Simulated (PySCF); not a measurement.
From computed data to an observable: dipole moment from atomic charges

Al(Cl)(F)(SMe) (CH3AlClFS), SMILES C[S][Al]([F])[Cl]. Atoms are numbered in the order given.

```xyz
8

Al     0.2839    -0.3915     0.0000
Cl    -0.4562    -2.3366     0.0000
F      1.9270    -0.1456     0.0000
S     -1.0082     1.3259     0.0000
C      0.2375     2.6737     0.0000
H      1.2642     2.2862     0.0000
H      0.0816     3.2891     0.8956
H      0.0816     3.2891    -0.8956
```

Coordinates come from a PBE0-D3(BJ)/def2-SVP optimisation. The structure was generated by enumeration; whether it is a known compound was not checked. One conformer was computed; it need not be the lowest.

Charges (e) from PBE/def2-TZVP in PySCF:

```csv
atom,ESP fit,IAO
Al1,0.683,1.057
Cl2,-0.215,-0.324
F3,-0.324,-0.547
S4,-0.304,-0.195
C5,-0.144,-0.500
H6,0.076,0.170
H7,0.114,0.169
H8,0.114,0.169
```

The dipole moment of the full density is 1.89 D.

What dipole moment does each set of point charges give, and which comes closer to that of the density?


μ = Σ q r, and 1 e Å = 4.8032 D.
ESP fit: Σ q r = (0.055, 0.418, 0.000) e Å, |μ| = 2.02 D.
IAO: Σ q r = (-0.286, 0.328, 0.000) e Å, |μ| = 2.09 D.
ESP fit comes closer in size. Point charges leave out the atoms' own dipoles (lone pairs, polarised bonds); fits to the potential absorb them, partitions of the density don't.
